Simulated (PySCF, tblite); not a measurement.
Isomers of C4H11PSi2. Level: GFN2-xTB in tblite, geometry and Hessian alike; calculated harmonic values, unscaled, isolated species. Errors from tens to a few hundred cm⁻¹ against measured bands are possible. Modes of hydrogen on phosphorus and silicon can be 10 to 20 % off. One conformer each.

Electronic energies: PBE0/pcSseg-1 single points on the GFN2-xTB geometries (PySCF, gas phase).

```
                   SMILES  electronic energy, lowest = 0 (kcal/mol)
   C[SiH2]P1C(C)=C1[SiH3]                                       0.0
C#C[C@@H](C)[SiH2][SiH2]P                                      12.6
   C#C[Si@@]([SiH3])(P)CC                                       1.3
```

Task: How do GFN2-xTB zero-point energies change the relative energies?

Result: 
```json
{"SMILES": "C[SiH2]P1C(C)=C1[SiH3]", "ZPE (kcal/mol)": "78.4", "of it from modes above 1550 cm⁻¹": "44.4", "electronic (kcal/mol)": "0.0", "with ZPE, lowest = 0 (kcal/mol)": "0.0", "lowest mode (cm⁻¹)": "19", "rings": "1"}
{"SMILES": "C#C[Si@@]([SiH3])(P)CC", "ZPE (kcal/mol)": "78.8", "of it from modes above 1550 cm⁻¹": "45.7", "electronic (kcal/mol)": "1.3", "with ZPE, lowest = 0 (kcal/mol)": "1.7", "lowest mode (cm⁻¹)": "22", "rings": "0"}
{"SMILES": "C#C[C@@H](C)[SiH2][SiH2]P", "ZPE (kcal/mol)": "77.5", "of it from modes above 1550 cm⁻¹": "44.4", "electronic (kcal/mol)": "12.6", "with ZPE, lowest = 0 (kcal/mol)": "11.8", "lowest mode (cm⁻¹)": "15", "rings": "0"}
```

The zero-point energies span 1.3 kcal/mol, from `C#C[C@@H](C)[SiH2][SiH2]P` to `C#C[Si@@]([SiH3])(P)CC`. The order is unchanged.

Task: And how do the electronic energies of GFN2-xTB itself compare?

Result: `C[SiH2]P1C(C)=C1[SiH3]` 0.0; `C#C[Si@@]([SiH3])(P)CC` 13.8; `C#C[C@@H](C)[SiH2][SiH2]P` 8.3 kcal/mol, lowest = 0. Against the energies above, taken from the same isomer `C[SiH2]P1C(C)=C1[SiH3]`, the largest difference is 12.5 kcal/mol.
